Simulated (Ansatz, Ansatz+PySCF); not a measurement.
```xyz
2

Ca    0.0000    0.0000    0.0000
H     0.0000    0.0000    2.0000
```

Basis set: def2-SVP (spherical functions). Charge 0, multiplicity 2.

Computed with Ansatz (development build ahead of 0.2.0); each method stands on the lowest determinant of its kind that the runs found.

The atomization energy at this shape (free ground-state atoms in the same class of orbitals less the molecule, no zero-point energy) of doublet CaH:

```tsv
method	atomization energy
UHF	131.0 kJ/mol
```

Problem. What does PBE0 (unrestricted) give?

Solution. 175.6 kJ/mol.
